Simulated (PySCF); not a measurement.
# Radial density of Ta³⁺ (tantalum, charge +3)

B97-3, [Xe] 4f14 5d2, high-spin 3F determinant. All numbers are calculated (PySCF 2.14, the spin-free X2C one-electron Hamiltonian (Gaussian nucleus), in x2c-TZVPPall with one added diffuse shell each of s, p, d, f type (12s8p8d4f1g, 113 functions)).

| r (bohr) | 4πr²ρ (e/bohr) | 4πr²(ρα − ρβ) |
| --- | --- | --- |
| 0.0139 | 100.6 | -0.0006 |
| 0.0234 | 87.47 | -0.0003 |
| 0.0394 | 112.7 | 0.0052 |
| 0.0663 | 129.4 | 0.0453 |
| 0.112 | 103.2 | 0.1078 |
| 0.188 | 113.3 | 0.0045 |
| 0.316 | 61.29 | 0.1177 |
| 0.531 | 62.43 | 0.0578 |
| 0.893 | 20.33 | 0.3575 |
| 1.50 | 7.549 | 1.3471 |
| 2.53 | 0.7766 | 0.5031 |
| 4.25 | 0.03295 | 0.0320 |
| 7.15 | 0.0001543 | 0.0001 |
| 12.0 | 1.665e-05 | 0.0000 |

Densities and radii are taken from the X2C orbitals without a picture-change correction, which distorts them close to the nucleus.

Spin-orbit coupling, absent here, splits the open shell strongly.
